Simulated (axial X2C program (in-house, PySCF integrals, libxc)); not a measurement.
## Spin–orbit effects down a group: molecules with Au, HF

All values come from calculations with an in-house relativistic program for diatomic molecules, spin-free (one-electron X2C) or two-component (2c: spin–orbit coupling with atomic mean-field Coulomb and Gaunt terms, which also bring small scalar terms), in Dyall basis sets with cores contracted in-house; open shells are unrestricted.

Basis sets: Au dyall-cv3z, H dyall-v3z, Li dyall-cv3z, Na dyall-cv3z.

```csv
molecule,spin-free state,Re (Å),ωe (cm⁻¹),De (eV),2c state,Re 2c (Å),ωe 2c (cm⁻¹),De 2c (eV)
AuH,"M_S = 0, Λ = 0",1.572,2081.5,1.74,Ω = 0,1.569,2098.0,1.77
LiAu,"M_S = 0, Λ = 0",2.369,408.6,1.27,Ω = 0,2.367,410.7,1.29
NaAu,"M_S = 0, Λ = 0",2.682,212.8,0.96,Ω = 0,2.681,213.7,0.97
```

Work out the shifts from the spin-free to the two-component result.



```json
{"molecule": "AuH", "2c state": "Ω = 0", "ΔRe (Å)": "-0.003", "Δωe (cm⁻¹)": "16.5", "ΔDe (eV)": "0.03"}
{"molecule": "LiAu", "2c state": "Ω = 0", "ΔRe (Å)": "-0.002", "Δωe (cm⁻¹)": "2.1", "ΔDe (eV)": "0.02"}
{"molecule": "NaAu", "2c state": "Ω = 0", "ΔRe (Å)": "-0.001", "Δωe (cm⁻¹)": "0.9", "ΔDe (eV)": "0.01"}
```

Shifts of one unit in the last digit are rounding.

Each entry is the lowest single determinant of a limited PBE0 search at one distance. De goes to single-determinant-based atoms at the same level (for ions the charge split of lowest energy) and is withheld (n/a) where an atom does not fit its ground term or J level. Main or longest-lived isotopes.
